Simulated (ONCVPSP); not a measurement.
## Which change was made? (P, ONCV)

P (Z = 15), optimised norm-conserving Vanderbilt (ONCV), made with ONCVPSP 4.0.1 (PBEsol, scalar-relativistic). Core [He], reference 2s2 2p6 3s1 3p4. Waves: 2s+3s: rc 0.90 bohr, ncon 4, nbas 8, qcut 13.5 1/bohr, 3 projectors, debl 2.2 Ha; 2p+3p: rc 0.95 bohr, ncon 4, nbas 7, qcut 13.1 1/bohr, 3 projectors, debl 1.4 Ha. Local part: polynomial inside 0.85 bohr (lpopt 5, dvloc0 0 Ha). Core correction: Teter function, fcfact 2, rcfact 1.45.

Cutoffs, loose and tight: the cutoffs (Ha) at which the residual kinetic energy of the hardest occupied pseudo-wave falls to 1 and 0.1 mHa per electron. They do not see the model core or the augmentation charge, which bear on the density cutoff. Test errors are all-electron minus pseudo excitation energies from the reference, over the configurations 2s2 2p6 3s2 3p3; 2s2 2p6 3s2 3p2; 2s2 2p6 3s2 3p1; 2s2 2p6 3s1 3p0; variants that change the core or the reference have their own tests.

The base gives: outcome: generated; cutoff, loose: 80 Ha; cutoff, tight: 140 Ha; bound ghosts: none; GHOST(+) flags above zero: p; largest test error (meV): +24.

Q: After one change the result is: outcome: generated; cutoff, loose: 63 Ha; cutoff, tight: 71 Ha; bound ghosts: none; GHOST(+) flags above zero: none; largest test error (meV): +13. Which change was it?
A. all radii but the core radius scaled by about 0.82 (s 0.74, p 0.78 bohr); local potential polynomial inside 0.70 bohr (lpopt 5, dvloc0 0 Ha)
B. all radii but the core radius scaled by about 0.91 (s 0.82, p 0.86 bohr); local potential polynomial inside 0.78 bohr (lpopt 5, dvloc0 0 Ha)
C. all radii but the core radius scaled by about 1.31 (s 1.18, p 1.24 bohr); local potential polynomial inside 1.12 bohr (lpopt 5, dvloc0 0 Ha)

A: C. The others give: all radii but the core radius scaled by about 0.82 (s 0.74, p 0.78 bohr); local potential polynomial inside 0.70 bohr (lpopt 5, dvloc0 0 Ha) → outcome: generated; cutoff, loose: 220 Ha; cutoff, tight: 264 Ha; bound ghosts: none; GHOST(+) flags above zero: p; largest test error (meV): +21 | all radii but the core radius scaled by about 0.91 (s 0.82, p 0.86 bohr); local potential polynomial inside 0.78 bohr (lpopt 5, dvloc0 0 Ha) → outcome: generated; cutoff, loose: 112 Ha; cutoff, tight: 202 Ha; bound ghosts: none; GHOST(+) flags above zero: p; largest test error (meV): +23.
